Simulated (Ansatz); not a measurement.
Consider the hydrogen abstraction from the Sb–H bond: `[CH3][SbH2]` + `[CH3]`• → `[CH3][SbH]`• + CH₄.

Calculated with Ansatz (gas phase, PBE0-D4/def2-TZVP geometries, no zero-point term in ΔE). CCSD(T)/CBS adds triple-zeta CCSD(T) − MP2 to the extrapolated MP2 energy (def2 sets, frozen cores). This one scheme is used for every species. Functionals use def2-TZVPP. Open shells (•) are unrestricted, without spin–orbit coupling. Elements past krypton have def2 core potentials. For Sb outer-core shells are correlated without core-valence functions, which leaves a few kJ/mol of doubt a bond.

`[CH3][SbH2]`:

Z-matrix (Å, degrees):
```
C
Sb 1 2.162
H 1 1.088 2 111.0
H 1 1.090 2 108.7 3 120.8
H 1 1.090 2 108.7 3 -120.8
H 2 1.711 1 94.2 3 -45.5
H 2 1.711 1 94.2 3 46.1
```

`[CH3]`•:

```xyz
4

C     0.000    0.000    0.000
H    -0.195    0.987    0.393
H     0.807   -0.593    0.405
H    -0.612   -0.394   -0.798
```

`[CH3][SbH]`•:

Z-matrix (Å, degrees):
```
C
Sb 1 2.162
H 1 1.090 2 109.9
H 1 1.090 2 109.9 3 -120.0
H 1 1.089 2 109.1 3 120.0
H 2 1.716 1 92.8 3 59.8
```

CH₄:

Cartesian coordinates in Å:
```
C 0.000 0.000 0.000
H -0.860 0.561 0.365
H 0.074 0.112 -1.081
H -0.122 -1.054 0.248
H 0.908 0.380 0.468
```

CCSD(T)/CBS gives -40.9 kcal/mol.

Question: Another level gave -36.7 kcal/mol. Which?
A. CCSD/def2-TZVPP
B. HF/def2-TZVPP
C. PBE/def2-TZVPP
D. RPA@PBE/def2-TZVPP

Answer: B. HF/def2-TZVPP -36.7, CCSD/def2-TZVPP -40.8, PBE -42.1, RPA@PBE/def2-TZVPP -39.7 kcal/mol.

Largest T1 diagnostic among the species: 0.013.

At CCSD(T), def2-SVP lies −2.0 kcal/mol from the extrapolated value and def2-TZVPP −0.1 kcal/mol. In def2-TZVPP, CCSD(T) changes the Hartree–Fock value by −4.3 kcal/mol (the triples alone add −0.2 kcal/mol) and MP2 by −6.4 kcal/mol. Leaving LDA and LC-ωPBE aside and taking each functional with its dispersion term where it has one, the values, not all of them listed here, spread over 3.5 kcal/mol, from ωB97M-V to r2SCAN-D4. LDA lies −2.6 kcal/mol from PBE without D4.
